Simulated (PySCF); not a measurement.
**Electronic structure of Ga²⁺ (gallium, charge +2) at the UHF level**

Configuration: [Ar] 3d10 4s1, 2S determinant. Computed with PySCF 2.14 in def2-SVP (5s4p3d, 32 functions), with no relativity, point nucleus.

```
Total energy                                     : -1922.091796 hartree
One-electron energy                              : -2661.9585 hartree
Hartree (Coulomb) energy                         : 813.0011 hartree
Exchange energy                                  : -73.1343 hartree
Kinetic energy                                   : 1922.04267 hartree
⟨S²⟩                                             : 0.7504
⟨L²⟩                                             : 0.000
Sum of ⟨r⟩                                       : 17.15 bohr
Sum of ⟨r²⟩                                      : 18.02 bohr²
Density at the nucleus (Gaussians lack the cusp) : 19200 bohr⁻³
Spin density at the nucleus                      : 10.8 bohr⁻³
Langevin diamagnetic susceptibility              : -14.3 ×10⁻⁶ cm³/mol
Time after the integrals                         : 0.12 s of wall time on 1 thread of Neoverse-N1 (shared host)
```

```csv
shell,electrons,mean orbital energy (eV),"rms radius, mean of both spins (bohr)"
1s α,1,-10327.6,0.0572
1s β,1,-10327.4,0.0572
2s α,1,-1330.4,0.240
2s β,1,-1330.3,0.240
2p α,3,-1176.4,0.212
2p β,3,-1176.3,0.212
3s α,1,-194.27,0.710
3s β,1,-193.81,0.710
3p α,3,-142.23,0.742
3p β,3,-142.09,0.742
3d α,5,-52.650,0.883
3d β,5,-52.547,0.883
4s α,1,-29.200,2.35
```
